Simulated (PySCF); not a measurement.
**Two-component Hartree-Fock for Xe³⁺ (xenon, charge +3)**

Start: [Kr] 4d10 5s2 5p3; 5p3/2 filled at m_j = -1/2, +1/2, +3/2. Calculated with PySCF 2.14 in x2c-TZVPall-2c (8s9p5d2f, 74 functions): generalised Hartree-Fock with the X2C-1e Hamiltonian and a Gaussian nucleus; one run each with spin-orbit coupling (SO) switched off, then screened by Boettger's factors. This is a chosen level, not necessarily the ground level.

```json
{"spinor shell": "1s1/2", "electrons": "2", "ε, spin-free (eV)": "-34761.6", "ε, screened SO (eV)": "-34757.4", "weight of nominal j (screened SO)": "1.000", "rms radius, screened SO (bohr)": "0.0305"}
{"spinor shell": "2s1/2", "electrons": "2", "ε, spin-free (eV)": "-5540.4", "ε, screened SO (eV)": "-5539.1", "weight of nominal j (screened SO)": "1.000", "rms radius, screened SO (bohr)": "0.124"}
{"spinor shell": "2p1/2", "electrons": "2", "ε, spin-free (eV)": "-4967.8", "ε, screened SO (eV)": "-5193.8", "weight of nominal j (screened SO)": "1.000", "rms radius, screened SO (bohr)": "0.107"}
{"spinor shell": "2p3/2", "electrons": "4", "ε, spin-free (eV)": "-4967.8", "ε, screened SO (eV)": "-4866.3", "weight of nominal j (screened SO)": "1.000", "rms radius, screened SO (bohr)": "0.112"}
{"spinor shell": "3s1/2", "electrons": "2", "ε, spin-free (eV)": "-1203.6", "ε, screened SO (eV)": "-1203.1", "weight of nominal j (screened SO)": "1.000", "rms radius, screened SO (bohr)": "0.326"}
{"spinor shell": "3p1/2", "electrons": "2", "ε, spin-free (eV)": "-1014.2", "ε, screened SO (eV)": "-1058.3", "weight of nominal j (screened SO)": "1.000", "rms radius, screened SO (bohr)": "0.318"}
{"spinor shell": "3p3/2", "electrons": "4", "ε, spin-free (eV)": "-1014.2", "ε, screened SO (eV)": "-994.17", "weight of nominal j (screened SO)": "1.000", "rms radius, screened SO (bohr)": "0.330"}
{"spinor shell": "3d3/2", "electrons": "4", "ε, spin-free (eV)": "-733.94", "ε, screened SO (eV)": "-741.63", "weight of nominal j (screened SO)": "1.000", "rms radius, screened SO (bohr)": "0.302"}
{"spinor shell": "3d5/2", "electrons": "6", "ε, spin-free (eV)": "-733.94", "ε, screened SO (eV)": "-728.34", "weight of nominal j (screened SO)": "1.000", "rms radius, screened SO (bohr)": "0.305"}
{"spinor shell": "4s1/2", "electrons": "2", "ε, spin-free (eV)": "-262.66", "ε, screened SO (eV)": "-262.48", "weight of nominal j (screened SO)": "1.000", "rms radius, screened SO (bohr)": "0.761"}
{"spinor shell": "4p1/2", "electrons": "2", "ε, spin-free (eV)": "-199.98", "ε, screened SO (eV)": "-208.87", "weight of nominal j (screened SO)": "0.999", "rms radius, screened SO (bohr)": "0.796"}
{"spinor shell": "4p3/2", "electrons": "4", "ε, spin-free (eV)": "-199.98", "ε, screened SO (eV)": "-195.79", "weight of nominal j (screened SO)": "0.999", "rms radius, screened SO (bohr)": "0.824"}
{"spinor shell": "4d3/2", "electrons": "4", "ε, spin-free (eV)": "-105.77", "ε, screened SO (eV)": "-106.99", "weight of nominal j (screened SO)": "0.982", "rms radius, screened SO (bohr)": "0.935"}
{"spinor shell": "4d5/2", "electrons": "6", "ε, spin-free (eV)": "-105.77", "ε, screened SO (eV)": "-104.73", "weight of nominal j (screened SO)": "0.988", "rms radius, screened SO (bohr)": "0.943"}
{"spinor shell": "5s1/2", "electrons": "2", "ε, spin-free (eV)": "-55.970", "ε, screened SO (eV)": "-55.918", "weight of nominal j (screened SO)": "1.000", "rms radius, screened SO (bohr)": "1.88"}
{"spinor shell": "5p3/2", "electrons": "3", "ε, spin-free (eV)": "-43.305", "ε, screened SO (eV)": "-43.308", "weight of nominal j (screened SO)": "0.541", "rms radius, screened SO (bohr)": "2.13"}
```

| quantity | spin-free | screened SO |
| --- | --- | --- |
| E (hartree) | -7440.09991 | -7442.51880 |
| M_J | 3/2 | 3/2 |
| ⟨J²⟩ | 3.751 | 3.760 |
| ⟨L²⟩ | 0.000 | 0.210 |
| ⟨S²⟩ | 3.751 | 3.526 |

Each row is a mean over spinors that exchange with the open shell spreads, by up to 8.326 eV (5s1/2).

Rows whose weight is well below 1 are mixtures of j = l ± 1/2: exchange outweighs spin-orbit coupling there, and the label is only the starting occupation.

Breit and QED terms are absent; they matter most for the inner s and p1/2 levels.

Densities and radii are taken from the X2C orbitals without a picture-change correction, which distorts them close to the nucleus.

Without spin-orbit coupling the j labels of p, d and f shells carry no meaning; the spin-free column gives the mean over the occupied spinors of each nl shell.
